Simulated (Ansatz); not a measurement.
Geometry optimisation, Ansatz 0.2.0, RHF/6-31G*.

The input (input.yaml):

```yaml
crystal:
  periodic: [false, false, false]
  atoms:
    - { symbol: B, position_ang: [-1.7855, -1.3155, 0.509] }
    - { symbol: Si, position_ang: [-0.4565, -0.7806, -0.7718] }
    - { symbol: C, position_ang: [1.0929, -1.6827, -0.3729] }
    - { symbol: Si, position_ang: [-0.0179, 1.4309, -0.6463] }
    - { symbol: C, position_ang: [-0.25929, 2.17839, -2.29814] }
    - { symbol: Cl, position_ang: [-1.15973, 2.32273, 0.79031] }
    - { symbol: H, position_ang: [-1.6497, -1.0587, 1.6525] }
    - { symbol: H, position_ang: [-2.7945, -1.7551, 0.1102] }
    - { symbol: H, position_ang: [-0.8778, -1.1112, -2.0905] }
    - { symbol: H, position_ang: [0.9546, -2.7766, -0.401] }
    - { symbol: H, position_ang: [1.436, -1.4204, 0.6909] }
    - { symbol: H, position_ang: [1.9365, -1.3832, -1.0619] }
    - { symbol: H, position_ang: [1.51564, 1.55279, -0.26416] }
    - { symbol: H, position_ang: [-1.29294, 2.07002, -2.60968] }
    - { symbol: H, position_ang: [-0.00824, 3.25105, -2.26605] }
    - { symbol: H, position_ang: [0.39095, 1.73166, -3.09305] }
basis:
  gaussian: { orbitals: "6-31G*" }
hamiltonian:
  xc: hf
relax:
  f_tol: 0.015
  max_steps: 40
```

Command:

```bash
$ ansatz run input.yaml --threads 2 --pin off --max-ram 3072MiB --backend cpu --events-out ev --progress --plain --runs-dir out
```

**Question.** Where does it end, and by what steps?

**Answer.** It converged. The force dipped under the threshold on the way, but the program's further checks kept it going. After 13 steps the energy has fallen by 0.773 eV; H8 moved furthest, 0.68 Å.

| step | energy less start (eV) | largest force component (eV/Å) | accepted |
| --- | --- | --- | --- |
| 0 | 0.0000 | 2.780 | yes |
| 1 | -0.5956 | 1.348 | yes |
| 2 | -0.7196 | 0.548 | yes |
| 3 | -0.7386 | 0.173 | yes |
| 4 | -0.7449 | 0.156 | yes |
| 5 | -0.7614 | 0.107 | yes |
| 6 | -0.7642 | 0.330 | yes |
| 7 | -0.7693 | 0.114 | yes |
| 8 | -0.7716 | 0.022 | yes |
| 9 | -0.7711 | 0.154 | no |
| 10 | -0.7724 | 0.010 | yes |
| 11 | -0.7726 | 0.017 | yes |
| 12 | -0.7726 | 0.017 | yes |
| 13 | -0.7726 | 0.014 | yes |

```xyz
16
Properties=species:S:1:pos:R:3
B -1.886 -1.268 0.594
Si -0.382 -0.893 -0.730
C 1.237 -1.811 -0.339
Si 0.009 1.445 -0.712
C -0.271 2.293 -2.370
Cl -1.296 2.329 0.678
H -1.660 -1.597 1.715
H -3.025 -1.140 0.279
H -0.801 -1.240 -2.112
H 1.092 -2.887 -0.376
H 1.597 -1.561 0.654
H 2.020 -1.563 -1.050
H 1.363 1.755 -0.215
H -1.279 2.123 -2.734
H -0.116 3.364 -2.293
H 0.422 1.905 -3.113
```

Run time: 44 s on 2 threads of Arm Neoverse V1 (shared host), peak memory 0.3 GiB.
